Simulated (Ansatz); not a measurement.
Geometry optimisation, Ansatz 0.2.0, RKS B3LYP-D4/def2-SVP.

Input:

```yaml
crystal:
  periodic: [false, false, false]
  atoms:
    - { symbol: B, position_ang: [0.224204, -0.592675, -0.093173] }
    - { symbol: Cl, position_ang: [-0.786333, 1.22011, 2.165334] }
    - { symbol: H, position_ang: [1.276385, -0.012375, -0.059402] }
    - { symbol: H, position_ang: [-0.67559, -0.278857, -0.827902] }
    - { symbol: "N", position_ang: [0.05038, -1.785082, 0.769828] }
    - { symbol: H, position_ang: [-0.82929, -2.286735, 0.649328] }
    - { symbol: Si, position_ang: [1.272491, -2.52861, 1.804177] }
    - { symbol: H, position_ang: [1.585986, -3.909967, 1.335579] }
    - { symbol: H, position_ang: [2.483407, -1.672095, 1.748919] }
    - { symbol: H, position_ang: [0.771437, -2.62473, 3.207241] }
    - { symbol: H, position_ang: [-0.731478, -0.109184, 2.06417] }
basis:
  gaussian: { orbitals: def2-SVP }
hamiltonian:
  xc: b3lyp
  dispersion: d4
relax:
  f_tol: 0.03
  max_steps: 50
```

Command:

```bash
$ ansatz run input.yaml --threads 2 --pin off --max-ram 3072MiB --backend cpu --events-out ev --progress --plain --runs-dir out
```

Q: Where does it end, and by what steps?

A: The run converged. After 18 steps the energy has fallen by 0.179 eV; Cl2 moved furthest, 0.88 Å.

```json
{"step": "0", "energy less start (eV)": "0.0000", "largest force component (eV/Å)": "1.750", "accepted": "yes"}
{"step": "1", "energy less start (eV)": "-0.0900", "largest force component (eV/Å)": "1.059", "accepted": "yes"}
{"step": "2", "energy less start (eV)": "-0.0846", "largest force component (eV/Å)": "1.496", "accepted": "no"}
{"step": "3", "energy less start (eV)": "-0.1144", "largest force component (eV/Å)": "0.940", "accepted": "yes"}
{"step": "4", "energy less start (eV)": "-0.1507", "largest force component (eV/Å)": "0.219", "accepted": "yes"}
{"step": "5", "energy less start (eV)": "-0.1594", "largest force component (eV/Å)": "0.101", "accepted": "yes"}
{"step": "6", "energy less start (eV)": "-0.1573", "largest force component (eV/Å)": "0.221", "accepted": "no"}
{"step": "7", "energy less start (eV)": "-0.1633", "largest force component (eV/Å)": "0.046", "accepted": "yes"}
{"step": "8", "energy less start (eV)": "-0.1676", "largest force component (eV/Å)": "0.111", "accepted": "yes"}
{"step": "9", "energy less start (eV)": "-0.1723", "largest force component (eV/Å)": "0.190", "accepted": "yes"}
{"step": "10", "energy less start (eV)": "-0.1709", "largest force component (eV/Å)": "0.372", "accepted": "no"}
{"step": "11", "energy less start (eV)": "-0.1755", "largest force component (eV/Å)": "0.057", "accepted": "yes"}
{"step": "12", "energy less start (eV)": "-0.1770", "largest force component (eV/Å)": "0.072", "accepted": "yes"}
{"step": "13", "energy less start (eV)": "-0.1778", "largest force component (eV/Å)": "0.057", "accepted": "yes"}
{"step": "14", "energy less start (eV)": "-0.1780", "largest force component (eV/Å)": "0.047", "accepted": "yes"}
{"step": "15", "energy less start (eV)": "-0.1782", "largest force component (eV/Å)": "0.037", "accepted": "yes"}
{"step": "16", "energy less start (eV)": "-0.1783", "largest force component (eV/Å)": "0.079", "accepted": "yes"}
{"step": "17", "energy less start (eV)": "-0.1785", "largest force component (eV/Å)": "0.040", "accepted": "yes"}
{"step": "18", "energy less start (eV)": "-0.1786", "largest force component (eV/Å)": "0.009", "accepted": "yes"}
```

```xyz
11
Properties=species:S:1:pos:R:3
B 0.265 -0.762 -0.332
Cl -0.557 0.834 2.919
H 1.353 -0.247 -0.391
H -0.604 -0.490 -1.124
N 0.001 -1.688 0.700
H -0.916 -2.133 0.685
Si 1.183 -2.364 1.845
H 1.674 -3.684 1.359
H 2.306 -1.403 1.951
H 0.506 -2.562 3.155
H -0.569 -0.081 1.996
```

Whether the end is a true minimum wasn't checked by a vibrational analysis.

Run time: 28 s on 2 threads of Intel(R) Xeon(R) 6975P-C (Granite Rapids), on a shared host, peak memory 0.22 GiB.
